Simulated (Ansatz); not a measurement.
Cost and result up the ladder for Cd₃⁻ (the lowest doublet isomer of a short search) (3 atoms). Charge -1, multiplicity 2. Geometry: r2SCAN/def2-TZVPD.

| atom | x (Å) | y (Å) | z (Å) |
| --- | --- | --- | --- |
| Cd1 | 1.318 | 0.334 | -1.030 |
| Cd2 | -0.359 | 1.051 | 1.295 |
| Cd3 | -0.960 | -1.386 | -0.265 |

Ansatz on 4 threads of Arm Neoverse V1 on a shared host. Times are rough, summed over both states, and most runs start from the orbitals of an earlier one. CCSD(T)/def2-TZVPD serves as the yardstick here, not as an exact answer. The other state is a quartet at its own geometry, which has other bonds, so the gap mixes isomer and spin.

In the def2 sets Cd takes a core potential; there is no spin–orbit coupling. LC-ωPBE has ω = 0.4 bohr⁻¹. Correlated methods freeze no core orbitals; core or outer-core shells of Cd are correlated, in sets that lack core-valence functions. In CCSD on the charge -1 quartet the largest single amplitude is 0.44, so its Hartree–Fock determinant may place the open shell otherwise than the density functionals do. The structure comes from a short search, and lower isomers may exist.

Correlated methods converge slowly with the basis.

```csv
level,functions,quartet − doublet (eV),difference from CCSD(T)/def2-TZVPD (eV),remarks
r2SCAN/def2-TZVPD,120,1.75,-0.37,"HOMO above zero (doublet), HOMO above zero (quartet)"
LC-ωPBE/def2-TZVPD,120,1.40,-0.72,–
PBE0/def2-TZVPD,120,1.81,-0.31,"HOMO above zero (doublet), HOMO above zero (quartet)"
BLYP/def2-TZVPD,120,2.04,-0.08,"HOMO above zero (doublet), HOMO above zero (quartet)"
RPA@PBE/def2-TZVPD,120,1.86,-0.26,–
HF/def2-TZVPD,120,0.98,-1.14,–
PBE/def2-TZVPD,120,1.89,-0.23,"HOMO above zero (doublet), HOMO above zero (quartet)"
CCSD(T)/def2-TZVPD,120,2.12,0.00,–
r2SCAN0/def2-TZVPD,120,1.71,-0.41,"HOMO above zero (doublet), HOMO above zero (quartet)"
```

(1) Estimate how long each takes.

Results:

(1) BLYP/def2-TZVPD 4.1 s; PBE/def2-TZVPD 4.2 s; HF/def2-TZVPD 8.3 s; RPA@PBE/def2-TZVPD 8.5 s; r2SCAN/def2-TZVPD 12 s; r2SCAN0/def2-TZVPD 22 s; LC-ωPBE/def2-TZVPD 22 s; PBE0/def2-TZVPD 36 s; CCSD(T)/def2-TZVPD 2.9 min. On shared hardware such times vary by a factor of up to 3.
